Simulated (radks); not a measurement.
Values are calculated unless marked as measured or tabulated.
Problem. The mean radii <r> (bohr) of the occupied orbitals of an atom or ion are listed with their occupations. Level of theory: scalar-relativistic Kohn-Sham, RPBE, spin-polarised, spherical densities, finite nucleus; Fermi nuclear charge, rms radius of each element as measured or else 0.836 A^(1/3) + 0.57 fm (a radial shooting solver on a logarithmic mesh with Libxc functionals).

| orbital | occ. | <r> |
|---|---|---|
| 1s up | 1 | 0.01774 |
| 1s down | 1 | 0.01774 |
| 2s up | 1 | 0.07490 |
| 2s down | 1 | 0.07490 |
| 2p up | 3 | 0.06728 |
| 2p down | 3 | 0.06728 |
| 3s up | 1 | 0.1939 |
| 3s down | 1 | 0.1939 |
| 3p up | 3 | 0.1945 |
| 3p down | 3 | 0.1945 |
| 3d up | 5 | 0.1762 |
| 3d down | 5 | 0.1762 |
| 4s up | 1 | 0.4318 |
| 4s down | 1 | 0.4319 |
| 4p up | 3 | 0.4594 |
| 4p down | 3 | 0.4594 |
| 4d up | 5 | 0.4890 |
| 4d down | 5 | 0.4889 |
| 5s up | 1 | 1.010 |
| 5s down | 1 | 1.003 |
| 4f up | 7 | 0.5580 |
| 5p up | 3 | 1.174 |
| 4f down | 7 | 0.5551 |
| 5p down | 3 | 1.163 |
| 5d up | 5 | 1.744 |
| 6s up | 1 | 2.731 |
| 5d down | 1 | 1.775 |

Name the element and its charge. Open shells, if any, are filled with parallel spins first.

Solution. Z = 76, osmium, charge +1: Os+ in [Xe] 4f14 5d6 6s1. The 1s radius gives Z: for a bare nucleus <r> = (2 gamma + 1)/(2Z) with gamma = sqrt(1 - (Z/c)^2), 0.01753 bohr for Z = 76, and screening makes it slightly larger (0.01774 here). The occupations add up to 75, and the charge is Z minus that.
